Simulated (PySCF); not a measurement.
C5H6Cl2OSi.
Atom-mapped SMILES: `[CH3:1][C:2](=[O:3])[CH:4]=[C:5]=[CH:6][SiH:7]([Cl:8])[Cl:9]` (hydrogens: H10, H11, H12 on C1; H13 on C4; H14 on C6; H15 on Si7)

Geometry (GFN2-xTB, Å), atoms numbered from 1 in this order:
```xyz
15
C5H6Cl2OSi angstrom
C     -1.9471   -0.1696   -1.0958
C     -2.0424   -0.6167    0.3410
O     -2.9991   -1.2023    0.7892
C     -0.8660   -0.3087    1.1806
C      0.1531    0.3960    0.7779
C      1.1769    1.0411    0.3164
Si     2.6320    0.1978   -0.5493
Cl     2.1279   -1.7114   -0.9437
Cl     4.2465    0.2592    0.6562
H     -2.8703   -0.4078   -1.6171
H     -1.7612    0.9006   -1.1417
H     -1.1143   -0.6783   -1.5771
H     -0.9041   -0.7003    2.1879
H      1.2274    2.1146    0.4340
H      2.9363    0.8938   -1.7917
```

Theory: PySCF 2.14.0, density-fitted response routines, TDDFT B3LYP/def2-SVPD, vertical, gas phase, core orbitals frozen in the response.

Computed states:

```
state  E (eV)       f
   S1    3.80  0.0002
   S2    5.03  0.0042
   S3    5.27  0.0004
   S4    5.49  0.0084
   S5    5.87   0.593
   S6    6.33  0.0045
   S7    6.56  0.0050
   S8    6.65   0.133
```

Each state is given a Gaussian of 0.5 eV full width at half maximum, with ε(max) = 2.175×10⁸ f / Δν̃ (Δν̃ the width in cm⁻¹). The cross-section is σ = 3.8235×10⁻²¹ ε cm², given in Mb (10⁻¹⁸ cm²). The width is an assumption, not a result. The curve ends short of the highest state used, and states not computed would add to its high-energy end.

(1) Give the broadened spectrum and its maxima.

(2) Coming from long wavelengths, where does ε first pass 100 L mol⁻¹ cm⁻¹?

(3) On this curve, what absorbance would a 10⁻³ mol/L sample give at 280 nm over a 1 cm path?

## Answers

(1) 
E (eV), σ (Mb) and a bar:
```
     3.05       0.00 
     3.15       0.00 
     3.26       0.00 
     3.36       0.00 
     3.47       0.01 
     3.57       0.02 
     3.67       0.03 
     3.78       0.03 
     3.88       0.03 
     3.98       0.02 
     4.09       0.01 
     4.19       0.01 
     4.29       0.00 
     4.40       0.01 
     4.50       0.04 
     4.60       0.12 
     4.71       0.29 
     4.81       0.53 
     4.91       0.81 
     5.02       1.09 
     5.12       1.45 
     5.23       2.67 #
     5.33       6.29 ##
     5.43      15.63 ####
     5.54      37.31 #########
     5.64      68.09 #################
     5.74     101.19 #########################
     5.85     122.08 ##############################
     5.95     115.21 ############################
     6.05      87.73 ######################
```

Maxima: 326 nm (3.80 eV), ε about 8.6, made up of S1 (100%); 211 nm (5.87 eV), ε about 32000, made up of S5 (100%) (ε in L mol⁻¹ cm⁻¹; maxima over ε = 5, shares over 10%).

(2) At about 261 nm (4.75 eV), 0.95 eV above S1.

(3) 280 nm is 4.428 eV, where ε is about 4.4 L mol⁻¹ cm⁻¹, so A = ε c l ≈ 0.0044 (Beer–Lambert, with the gas-phase spectrum and the assumed width).

One conformer stands for the species.
